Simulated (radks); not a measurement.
Values are calculated unless marked as measured or tabulated.
Problem. Radial electron density D(r) = 4 pi r^2 rho(r) of an atom or ion with 66 electrons. Level of theory: non-relativistic Kohn-Sham, PBE, spin-polarised, spherical densities, point nucleus (a radial shooting solver on a logarithmic mesh with Libxc functionals).

```
   r/bohr * D(r) (the largest magnitude, 118, reaches the edge; | marks zero)
 0.001124 |*
 0.001288 | *
 0.001487 | *
 0.001704 |  *
 0.001968 |   *
 0.002255 |    *
 0.002604 |     *
 0.002983 |       *
 0.003445 |         *
 0.003947 |           *
 0.004559 |              *
 0.005223 |                 *
 0.006032 |                    *
  0.00691 |                        *
 0.007981 |                           *
 0.009143 |                               *
  0.01056 |                                  *
   0.0121 |                                     *
  0.01397 |                                       *
  0.01601 |                                       *
  0.01849 |                                       *
  0.02118 |                                      *
  0.02446 |                                     *
  0.02802 |                                    *
  0.03236 |                                    *
  0.03708 |                                      *
  0.04282 |                                          *
  0.04906 |                                               *
  0.05666 |                                                   *
  0.06491 |                                                      *
  0.07497 |                                                      *
  0.08589 |                                                  *
  0.09919 |                                              *
   0.1136 |                                           *
   0.1312 |                                           *
   0.1504 |                                              *
   0.1736 |                                                *
   0.1989 |                                               *
   0.2298 |                                         *
   0.2632 |                                 *
    0.304 |                         *
   0.3483 |                       *
   0.4022 |                        *
   0.4608 |                           *
   0.5322 |                          *
   0.6097 |                      *
   0.7042 |                *
   0.8068 |           *
   0.9317 |        *
    1.067 |      *
    1.233 |     *
    1.412 |   *
    1.631 |  *
    1.869 | *
    2.158 |*
    2.473 |*
    2.856 *
    3.272 *
    3.778 *
    4.329 *
    4.999 *
```

What is the nuclear charge?

Solution. Z = 68. The innermost maximum, from 1s, lies near 1/Z = 0.0147 bohr (found: 0.0165), and its height grows with Z. The density is that of the erbium ion Er2+ in [Kr] 4d9 4f13 5s2 5p6; the configuration itself is not fixed sharply by these data, and Z only to a few units. D(r) has 4 maxima, at r = 0.0165, 0.0687, 0.181, 0.487 bohr, and minima at 0.0294, 0.121, 0.348 bohr, inside which lie 1.95, 11.39, 29.91 electrons.
